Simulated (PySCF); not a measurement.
GeH4OSe.

```xyz
7

Se     0.5722    -0.5250     0.7659
O      0.4942    -1.9343    -0.4439
H      1.2956    -1.8163    -0.9936
Ge    -0.6839     0.9767    -0.5902
H     -0.7993     2.3126     0.1925
H      0.0627     1.1991    -1.9327
H     -2.0851     0.3772    -0.8681
```
Charge 0, spin multiplicity 1.

The structure is a stationary point at PBE-D3(BJ)/def2-SVP. The structure was generated by enumeration, and PubChem lists no compound with its InChIKey, so it may never have been made. One conformer was computed; it need not be the lowest.

The numbers are results of PBE0/pcSseg-1 run with PySCF, not measurements. Non-relativistic, no solvent.

Computed absolute GIAO shielding of each atom: isotropic value and principal components (ppm):
```tsv
atom	σ(iso)	σ11	σ22	σ33	span
Se1	645.7	-909.3	352.6	2493.8	3403.0
O2	413.8	319.8	442.5	479.0	159.1
H3	30.6	17.8	28.5	45.7	27.9
Ge4	1494.7	1363.7	1488.2	1632.3	268.6
H5	26.3	20.4	21.0	37.4	17.0
H6	26.1	19.6	22.1	36.7	17.1
H7	25.9	19.4	21.6	36.7	17.3
```
